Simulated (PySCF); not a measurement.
Reaction (SMILES): P#N (N-P) + H+ → [NH+]#P
B3LYP-D3(BJ)/def2-TZVP geometries, fixed; electronic energies without zero-point terms; positive where energy is released.

How fast the proton affinity converges with the basis for several methods (PySCF): deviation from each method's own reference, in kcal/mol. References: HF 205.29 kcal/mol, the value in aug-pcseg-3; PBE 195.47 kcal/mol, the value in aug-pcseg-3; PBE0 198.71 kcal/mol, the value in aug-pcseg-3. All functions are spherical. Density fitting with generated auxiliary sets. The proton sits at the site shown, which need not be the one that binds it best. No added dispersion term, no relativity. 

```
basis            functions     HF    PBE   PBE0
---------------  ---------  -----  -----  -----
def2-SVP                37   0.12   0.70   0.19
pcseg-1                 37  -4.54  -3.63  -4.10
cc-pV(D+d)Z             42  -1.79   0.02  -0.81
aug-cc-pV(D+d)Z         64  -4.53  -3.59  -3.80
cc-pV(T+d)Z             83  -0.09   0.53   0.21
def2-QZVPP             157  -0.28   0.08  -0.03
def2-QZVPPD            172  -0.35  -0.10  -0.15
aug-cc-pV(Q+d)Z        215  -0.41  -0.03  -0.14
```
